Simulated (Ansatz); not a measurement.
K2F2. The state is a singlet with charge 0. Geometry PBE0-D4/def2-TZVP; atoms count from 1.

```xyz
4

K     0.042    0.447   -1.684
K    -0.042   -0.447    1.684
F    -1.598    0.259    0.029
F     1.598   -0.259   -0.029
```

The structure comes from a short search, and lower isomers may exist.

Q: Estimate the Mulliken populations from the PBE0/def2-TZVP orbitals of Ansatz.

A: 
```tsv
atom	charge (e)
K1	0.76
K2	0.76
F3	-0.76
F4	-0.76
```
Mulliken values and Mayer orders depend strongly on the basis.
